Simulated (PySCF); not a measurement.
C2H6F2Si, SMILES C[SiH2]C(F)F. Atoms are numbered in the order given.

```xyz
11

C      0.9619     1.7562     0.0000
Si    -0.7061     0.8989     0.0000
C     -0.3725    -0.9970     0.0000
F      0.3722    -1.3163    -1.1086
F      0.3722    -1.3163     1.1086
H      1.5361     1.4591     0.8913
H      0.8563     2.8520     0.0000
H      1.5361     1.4591    -0.8913
H     -1.5073     1.2179    -1.2163
H     -1.5073     1.2179     1.2163
H     -1.2647    -1.6510     0.0000
```
Charge 0, spin multiplicity 1.

Coordinates come from a B3LYP-D3(BJ)/def2-SVP optimisation. The values are those of a single conformer.

Two levels are set side by side: PBE/pcSseg-1 (PySCF) and PBE0/pcSseg-1 (PySCF). GIAO shifts against CFCl3 (¹⁹F), TMS (²⁹Si), TMS (¹H), TMS (¹³C) at the same level; non-relativistic, no solvent, atoms listed together averaged. Differences are taken from unrounded values.

```tsv
quantity	PBE0	PBE	PBE minus PBE0
δ(¹³C) of C1 (ppm)	-10.7	-11.5	-0.8
δ(²⁹Si) of Si2 (ppm)	-41.3	-45.7	-4.4
δ(¹³C) of C3 (ppm)	127.6	133.2	5.6
δ(¹⁹F) of F4, F5 (ppm)	-155.7	-166.4	-10.7
δ(¹H) of H9, H10 (ppm)	4.33	4.39	0.06
δ(¹H) of H11 (ppm)	6.58	6.90	0.33
```

Rough cost on one machine, each run with all the roots and properties that it gave: PBE0 against PBE within a factor of 2.
